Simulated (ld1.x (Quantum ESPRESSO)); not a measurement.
## PBE TM semilocal dataset for tungsten (W), scalar-relativistic all-electron reference.

```
Element                 : tungsten
Generator               : ld1.x (Quantum ESPRESSO) 7.5
Type                    : norm-conserving Troullier–Martins (semilocal form)
Functional              : PBE
Relativity              : scalar-relativistic
Frozen core             : [Kr] 4d10 4f14 5s2
Valence charge          : 12
Reference configuration : 5p6 5d5 6s1 6p0
Partial waves           : 6s (bound): rc 2.25 bohr; 5p (bound): rc 1.10 bohr; 5d (bound): rc 1.65 bohr
Local potential         : the d channel
Core correction         : none
```

All-electron outer shells of the reference configuration (PBE, scalar-relativistic, ld1.x):

```json
{"shell": "5s", "level (eV)": "-77.14", "outermost node (bohr)": "0.53", "outermost maximum (bohr)": "0.96"}
{"shell": "5p", "level (eV)": "-41.41", "outermost node (bohr)": "0.57", "outermost maximum (bohr)": "1.09"}
{"shell": "4f", "level (eV)": "-31.24", "outermost node (bohr)": "–", "outermost maximum (bohr)": "0.43"}
{"shell": "6s", "level (eV)": "-5.15", "outermost node (bohr)": "1.29", "outermost maximum (bohr)": "2.71"}
{"shell": "5d", "level (eV)": "-3.32", "outermost node (bohr)": "0.63", "outermost maximum (bohr)": "1.52"}
{"shell": "6p", "level (eV)": "-1.14", "outermost node (bohr)": "1.55", "outermost maximum (bohr)": "3.94"}
```

Q: Estimate the cutoffs (Ry, on a coarse ladder) from which the occupation-weighted sum of valence levels, in a spherical-Bessel basis at the reference potential, stays within 10 and 1 mRy of its value at 400 Ry.

A: 110 Ry and 180 Ry.

Q: Which valence shell sets the plane-wave cutoff?

A: 5p: its level needs 110 Ry to come within 1 mRy, against 30 Ry for 5d.

Q: Tests: 5p6 5d4 6s2 6p0; 5p6 5d4 6s1 6p0; 5p6 5d4 6s0 6p0; 5p6 5d4 6s1.5 6p0; 5p6 5d4.5 6s1.5 6p0; 5p5 5d4 6s2 6p0; 5p6 5d4 6s0 6p2. Which has the largest error in its energy relative to the reference configuration, and how large is it?

A: 5p5 5d4 6s2 6p0, with -194 meV (all-electron minus pseudo) on +47.40 eV.
